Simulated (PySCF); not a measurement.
H3GeIZn, SMILES [Zn]([I])[GeH3] (CAM-B3LYP/def2-SVP optimised geometry):

```
6

Zn    -0.758     0.361     0.000
I     -1.645     2.641     0.009
Ge     0.107    -1.858     0.000
H     -0.357    -2.638     1.242
H     -0.357    -2.641    -1.240
H      1.645    -1.858     0.000
```

Calculation: CAM-B3LYP/def2-TZVP, def2 effective core potentials past Kr in PySCF.

**Question.** What are the frontier orbital energies and the dipole moment?

**Answer.** HOMO-2 -9.05 eV, HOMO-1 -8.85 eV, HOMO -8.85 eV, LUMO -0.29 eV, LUMO+1 -0.29 eV; dipole moment 1.52 D.
